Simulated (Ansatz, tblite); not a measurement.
Cost and result up the ladder for `C[Si](C)(C)C#Cc1cnc(-c2cnc(-c3cnc(C#C[Si](C)(C)C)nc3)nc2)nc1` (54 atoms). Charge 0, multiplicity 1. Geometry: r2SCAN-D4/def2-SVP.

Cartesian coordinates in Å:
```
C -6.639 -8.271 -0.840
Si -6.926 -7.062 0.567
C -8.607 -6.240 0.413
C -6.748 -7.917 2.230
C -5.632 -5.743 0.461
C -4.773 -4.867 0.390
C -3.784 -3.858 0.309
C -2.412 -4.150 0.133
N -1.485 -3.207 0.056
C -1.893 -1.929 0.155
C -0.866 -0.881 0.070
C -1.181 0.487 0.158
N -0.256 1.437 0.082
C 1.018 1.040 -0.085
C 2.046 2.088 -0.170
C 1.730 3.456 -0.082
N 2.652 4.409 -0.157
C 3.926 4.003 -0.324
C 4.928 5.023 -0.404
C 5.787 5.897 -0.472
Si 7.080 7.213 -0.577
C 6.713 8.261 -2.092
C 6.981 8.246 0.989
C 8.757 6.383 -0.727
N 4.346 2.726 -0.421
C 3.410 1.787 -0.344
N 1.429 -0.238 -0.183
C 0.498 -1.180 -0.107
N -3.168 -1.536 0.325
C -4.093 -2.481 0.402
H -5.641 -8.734 -0.770
H -6.710 -7.769 -1.818
H -7.390 -9.079 -0.817
H -9.413 -6.990 0.471
H -8.766 -5.506 1.219
H -8.704 -5.711 -0.549
H -7.503 -8.714 2.337
H -6.885 -7.205 3.060
H -5.752 -8.375 2.337
H -2.080 -5.193 0.050
H -2.223 0.798 0.297
H 0.687 3.765 0.052
H 6.737 7.653 -3.011
H 5.717 8.725 -2.020
H 7.459 9.067 -2.197
H 7.733 9.053 0.971
H 5.986 8.708 1.096
H 7.164 7.629 1.883
H 9.562 7.134 -0.792
H 8.959 5.740 0.145
H 8.806 5.751 -1.629
H 3.729 0.741 -0.421
H 0.820 -2.225 -0.183
H -5.133 -2.160 0.539
```

Ansatz on 2 threads of AMD EPYC 7R13 on a shared host and a share (18 GiB) of an NVIDIA H100 80GB HBM3; xTB runs through tblite on one thread. Times are rough, summed over both states, and most runs start from the orbitals of an earlier one. PBE0-D4/def2-TZVP serves as the yardstick here, not as an exact answer. The other state is a doublet.

The xTB rows come from tblite. Single mean-field runs in def2-TZVP are fitted with def2-universal-jkfit. HOMO above LUMO, or a gap near zero within one spin, warns that the state may not be the lowest or that an electron is smeared out.

Raw xTB energies of ions are shifted by several eV.

| level | functions | wall time |
| --- | --- | --- |
| GFN2-xTB | 154 | 0.4 s |
| GFN1-xTB | 178 | 0.5 s |
| PBE0-D4/def2-TZVP (with forces) | 1086 | 26 s |
| PBE-D4/def2-TZVP (with forces) | 1086 | 29 s |
| B97M-V/def2-TZVP | 1086 | 32 s |

(1) Estimate what each level gives for the vertical IE (eV).

## Answers

(1) 
```
                          level  vertical IE (eV)  difference from PBE0-D4/def2-TZVP (eV)                                     remarks
                       GFN2-xTB             11.59                                    3.71                                           –
                       GFN1-xTB             12.66                                    4.78                                           –
PBE0-D4/def2-TZVP (with forces)              7.88                                    0.00                                           –
 PBE-D4/def2-TZVP (with forces)              7.43                                   -0.45  gap within one spin near zero (+1 doublet)
               B97M-V/def2-TZVP              7.49                                   -0.39                                           –
```
